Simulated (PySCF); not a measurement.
**Gas-phase XPS of `COc1ccoc1`, computed**

Compound: C₅H₆O₂.
Bonds: C1–O2, O2–C3, C3–C4 (aromatic), C4–C5 (aromatic), C5–O6 (aromatic), O6–C7 (aromatic), C3–C7 (aromatic). Hydrogens: H8, H9, H10 on C1; H11 on C4; H12 on C5; H13 on C7.

Theory: delta-SCF UKS SCAN, pcX-2 on the ionised atom, pcseg-1 elsewhere, spin-free X2C in PySCF. These are vertical core ionisation energies against the vacuum level, from separate self-consistent calculations with and without the core hole.

Question: List the computed XPS lines with their assignment.

Answer: 
| atom(s) | bonded to | level | binding energy (eV) | above the level's lowest (eV) | count |
| --- | --- | --- | --- | --- | --- |
| O6 | 2 C (aromatic in the SMILES) | O 1s | 539.80 | +0.60 | 1 |
| O2 | 2 C | O 1s | 539.20 | 0.00 | 1 |
| C1 | O and 3 H | C 1s | 292.62 | +2.27 | 1 |
| C3 | O and 2 C (aromatic in the SMILES) | C 1s | 292.00 | +1.65 | 1 |
| C5 | O (aromatic in the SMILES), C (aromatic in the SMILES) and H | C 1s | 291.60 | +1.25 | 1 |
| C7 | O (aromatic in the SMILES), C (aromatic in the SMILES) and H | C 1s | 291.23 | +0.88 | 1 |
| C4 | 2 C (aromatic in the SMILES) and H | C 1s | 290.35 | 0.00 | 1 |

The listed C 1s values span 2.27 eV, from C4 (bonded to 2 C (aromatic in the SMILES) and H) to C1 (bonded to O and 3 H). The widest gap between neighbouring values is 0.88 eV, between 290.35 and 291.23 eV. Summing the Pauling electronegativity differences to the bonded atoms, each weighted by its formal bond order, gives -0.35 for the lowest site and -0.16 for the highest; the largest sum, +0.99, belongs to C5, 1.02 eV below the top.

The listed O 1s values span 0.60 eV, from O2 (bonded to 2 C) to O6 (bonded to 2 C (aromatic in the SMILES)).

Question: Give the binding energy of C 1s of C5 in hartree and in kJ/mol.

Answer: 291.60 eV = 10.7161 Eh = 28135 kJ/mol.

Isolated species at its PBE0-D3(BJ)/def2-SVP geometry (one conformer only).

On Arm Neoverse V1, one thread (shared host), this took 60 s of wall time.

Conformer computed: `[CH3:1][O:2][c:3]1[cH:4][cH:5][o:6][cH:7]1`: C1–O2–C3–C4 180°.
